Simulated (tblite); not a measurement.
Species: C8H9O (doublet state).
Atom-mapped SMILES: `[CH:1]1[CH:2]=[CH:3][CH:4]=[C:5]2[O:6][CH2:7][CH2:8][C@H:9]12` (hydrogens: H10 on C1; H11 on C2; H12 on C3; H13 on C4; H14, H15 on C7; H16, H17 on C8; H18 on C9)
Bond orders are those of one Lewis drawing.

Computed with GFN2-xTB (tblite), gas phase: L-BFGS steps from a force-field or distance-geometry start until the largest atomic force falls under 0.01 eV/Å.

At the end of the run (lengths in Å): C1–C2 1.357, C2=C3 1.406, C5–O6 1.357, C4=C5 1.359, C3–C4 1.404, C9–H18 1.109, C1–C9 1.490, O6–C5–C9 111.0°, C4–C5–O6 125.6°, C2–C1–C9 120.1°, C1–C9–C5 111.9°, C9–C1–C2–C3 7°, C1–C2–C3–C4 8°, C2–C3–C4–C5 -7°, H10–C1–C2–C3 -178°, H10–C1–C9–C8 48°.

Problem. These geometries were met on the way; a selection of coordinates is given. Order them by energy above the end point, lowest first.
A. C1–C2 1.356, C2=C3 1.411, C5–O6 1.363, C4=C5 1.367, C3–C4 1.403, C9–H18 1.115, C1–C9 1.479, O6–C5–C9 108.3°, C4–C5–O6 128.6°, C2–C1–C9 119.8°, C1–C9–C5 115.4°, C9–C1–C2–C3 13°, C1–C2–C3–C4 -1°, C2–C3–C4–C5 -9°, H10–C1–C2–C3 -170°, H10–C1–C9–C8 54°
B. C1–C2 1.356, C2=C3 1.392, C5–O6 1.372, C4=C5 1.346, C3–C4 1.421, C9–H18 1.104, C1–C9 1.475, O6–C5–C9 107.5°, C4–C5–O6 128.2°, C2–C1–C9 120.4°, C1–C9–C5 114.1°, C9–C1–C2–C3 12°, C1–C2–C3–C4 -2°, C2–C3–C4–C5 -8°, H10–C1–C2–C3 -155°, H10–C1–C9–C8 43°
C. C1–C2 1.447, C2=C3 1.323, C5–O6 1.419, C4=C5 1.299, C3–C4 1.453, C9–H18 1.150, C1–C9 1.453, O6–C5–C9 100.5°, C4–C5–O6 136.0°, C2–C1–C9 113.5°, C1–C9–C5 117.4°, C9–C1–C2–C3 1°, C1–C2–C3–C4 2°, C2–C3–C4–C5 -3°, H10–C1–C2–C3 -139°, H10–C1–C9–C8 20°
D. C1–C2 1.355, C2=C3 1.405, C5–O6 1.367, C4=C5 1.355, C3–C4 1.410, C9–H18 1.102, C1–C9 1.480, O6–C5–C9 109.6°, C4–C5–O6 126.9°, C2–C1–C9 120.2°, C1–C9–C5 114.0°, C9–C1–C2–C3 7°, C1–C2–C3–C4 2°, C2–C3–C4–C5 -7°, H10–C1–C2–C3 -175°, H10–C1–C9–C8 58°
E. C1–C2 1.357, C2=C3 1.414, C5–O6 1.374, C4=C5 1.368, C3–C4 1.407, C9–H18 1.110, C1–C9 1.488, O6–C5–C9 105.1°, C4–C5–O6 131.9°, C2–C1–C9 117.7°, C1–C9–C5 115.8°, C9–C1–C2–C3 5°, C1–C2–C3–C4 0°, C2–C3–C4–C5 -4°, H10–C1–C2–C3 -143°, H10–C1–C9–C8 29°

Solution. D (0.134 eV), A (0.231 eV), B (0.412 eV), E (0.700 eV), C (1.320 eV).

```tsv
step	E above end (eV)	rms distance from the end, all atoms (Å)	largest force (eV/Å)	rms shift of all bonds from the end (Å)
11	0.134	0.218	0.335	0.006
7	0.231	0.245	0.556	0.006
4	0.412	0.272	0.992	0.012
2	0.700	0.292	1.153	0.010
0	1.320	0.302	4.438	0.041
```

Rows stand in the order of the answer.
